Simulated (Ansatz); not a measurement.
Basis-set extrapolation for CH6Cl2O2Si2, SMILES `O[Si@H](Cl)C[Si@H](O)Cl` (PBE0-D4/def2-TZVP geometry, frozen core, Ansatz 0.2.0). Multiplicity 1, RHF reference.

```csv
,def2-TZVPP,def2-QZVPP
HF,-1688.334769,-1688.387745
MP2 correlation,-1.269683,-1.379547
CCSD(T) correlation,-1.384359,not run
```

Energies in hartree. Use E(X) = E(∞) + A·exp(−7.88·√X) for Hartree–Fock and E(X) = E(∞) + B·X^(−2.97) for correlation, with X = 3 and 4, and add CCSD(T) minus MP2 of the smaller set to the MP2 limit.

Task: What is the CCSD(T) energy at the basis-set limit?

Result: HF limit: -1688.387745 + (-0.052976) × 0.13774 = -1688.39504. MP2 limit: -1.379547 + (-0.109864) × 0.74074 = -1.46093. Higher-order term: -1.384359 − (-1.269683) = -0.11468. Total: -1689.97065 hartree, 157.8 kcal/mol below CCSD(T)/def2-TZVPP.
